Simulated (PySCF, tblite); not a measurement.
Species: C8H12F2.
Atom-mapped SMILES: `[CH2:1]=[C:2]1[CH2:3][CH2:4][CH2:5][CH2:6][C@@H:7]1[CH:8]([F:9])[F:10]` (hydrogens: H11, H12 on C1; H13, H14 on C3; H15, H16 on C4; H17, H18 on C5; H19, H20 on C6; H21 on C7; H22 on C8)

The geometry is computed with GFN2-xTB (gas phase).

Entries marked ? are missing.

```json
{"coordinate": "C1=C2", "value": "?"}
{"coordinate": "C2–C3", "value": "1.502 Å"}
{"coordinate": "C3–C4", "value": "1.531 Å"}
{"coordinate": "C4–C5", "value": "?"}
{"coordinate": "C5–C6", "value": "1.525 Å"}
{"coordinate": "C6–C7", "value": "?"}
{"coordinate": "C7–C8", "value": "1.523 Å"}
{"coordinate": "C8–F9", "value": "1.360 Å"}
{"coordinate": "C8–F10", "value": "1.355 Å"}
{"coordinate": "C2–C7", "value": "1.509 Å"}
{"coordinate": "C1–H11", "value": "1.077 Å"}
{"coordinate": "C1–H12", "value": "1.075 Å"}
{"coordinate": "C3–H13", "value": "1.090 Å"}
{"coordinate": "C3–H14", "value": "1.093 Å"}
{"coordinate": "C4–H15", "value": "1.091 Å"}
{"coordinate": "C4–H16", "value": "1.092 Å"}
{"coordinate": "C5–H17", "value": "1.092 Å"}
{"coordinate": "C5–H18", "value": "1.091 Å"}
{"coordinate": "C6–H19", "value": "1.093 Å"}
{"coordinate": "C6–H20", "value": "1.091 Å"}
{"coordinate": "C7–H21", "value": "1.098 Å"}
{"coordinate": "C8–H22", "value": "1.101 Å"}
{"coordinate": "C1–C2–C3", "value": "122.3°"}
{"coordinate": "C1–C2–C7", "value": "125.4°"}
{"coordinate": "C3–C2–C7", "value": "112.2°"}
{"coordinate": "C2–C3–C4", "value": "110.0°"}
{"coordinate": "C3–C4–C5", "value": "110.3°"}
{"coordinate": "C4–C5–C6", "value": "110.4°"}
{"coordinate": "C5–C6–C7", "value": "?"}
{"coordinate": "C6–C7–C8", "value": "109.5°"}
{"coordinate": "C2–C7–C6", "value": "109.1°"}
{"coordinate": "C2–C7–C8", "value": "?"}
{"coordinate": "C7–C8–F9", "value": "?"}
{"coordinate": "C7–C8–F10", "value": "111.9°"}
{"coordinate": "F9–C8–F10", "value": "105.4°"}
```

Question: Fill in the missing values.

Answer: 
- C1=C2 = 1.322 Å, drawn double (terminal =CH2 carbon to fully substituted alkene carbon); 0.14 Å below the sum of covalent radii, 1.46 Å.
- C4–C5 = 1.525 Å, drawn single (both ends ring CH2 carbon); equal to the sum of covalent radii, 1.52 Å.
- C6–C7 = 1.537 Å, drawn single (ring CH2 carbon to allylic carbon); 0.02 Å above the sum of covalent radii, 1.52 Å.
- C5–C6–C7 = 110.5°, at the ring CH2 carbon, inside a 6-membered ring; the outer atoms are 2.516 Å apart.
- C2–C7–C8 = 114.0°, at the allylic carbon; the outer atoms are 2.543 Å apart.
- C7–C8–F9 = 110.3°, at the CHF2 carbon; the outer atoms are 2.367 Å apart.

Radii are Cordero's, carbon taken as 0.76, 0.73 or 0.69 Å for four, three, and two or fewer neighbours.

Its GFN2-xTB frequencies are all real (lowest 74 cm⁻¹). The numbers are those of one conformer (C6–C7–C8–F9 58°, C1–C2–C3–C4 -119°, C2–C3–C4–C5 -57°, C3–C4–C5–C6 57°, C4–C5–C6–C7 -58°). 3 starts were optimised and ended at 0.00, 0.09 and 0.46 kcal/mol (GFN2-xTB); the lowest of these is shown.
